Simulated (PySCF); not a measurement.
Molecule: C6H7BO3, SMILES OB(O)c1ccccc1O. Atoms near the plane z = 0.6 Å, at the GFN2-xTB optimised geometry (x, y, z in Å): B2 (-1.2, -1.8, 0.1), O3 (-0.8, -2.9, 0.9), C4 (-0.4, -0.5, 0.0), C5 (-1.0, 0.8, 0.0), C6 (-0.3, 1.9, 0.0), C7 (1.1, 1.9, 0.0), C8 (1.7, 0.7, 0.0), C9 (1.0, -0.5, 0.0), O10 (1.7, -1.6, 0.0), H12 (-0.1, -2.8, 1.5), H13 (-2.1, 0.8, -0.1), H14 (-0.8, 2.9, -0.1), H15 (1.6, 2.8, 0.0), H16 (2.8, 0.7, 0.0), H17 (1.1, -2.4, -0.2).

Level of theory: B3LYP/def2-SVP in PySCF. Cells within 0.4 Å of a nucleus heavier than hydrogen are left out (blank, or x). The values are rescaled to run from 0 to 1.

```
|77777777777777777777777777777|
|77777777777777777777777777777|
|77777777777777777777777777777|
|77777777777777777777777777777|
|77777777777777777777777777777|
|77777777777777777777777777777|
|77777777777777777777777777777|
|77777777777777778777777777777|
|77777777777777777777777777777|
|77777777777777777778777777777|
|77777777777777888777777777777|
|77777777777777878777777777777|
|77777777777778778877777777777|
|77777777777777888777777777777|
|77777777777777888777777777777|
|77777777777777777778777777777|
|77777777777777777788777777777|
|77777777777777888899877777777|
|77777777777777778999987777777|
|77777777778887777998987777777|
|77777777778689777899877777777|
|77777777788449877788777777777|
|77777777789xx9977777777777777|
|77777777789509877777777777777|
|77777777778999777777777777777|
|77777777777777777777777777777|
|77777777777777777777777777777|
|77777777777777777777777777777|
|77777777777777777777777777777|
```
Scale: ten equal steps from 0.000 (start of '0') to 1.00 (end of '9'), in the order '0123456789'; x runs from -5.00 to 5.00, y from -5.00 (bottom) to 5.00 (top).

Task: Which quantity is mapped?
A. log10 of the electron density
B. an orbital amplitude
C. Laplacian of the electron density
D. electron localisation function

Result: C, Laplacian of the electron density. In full: Laplacian of the electron density (e/bohr⁵).
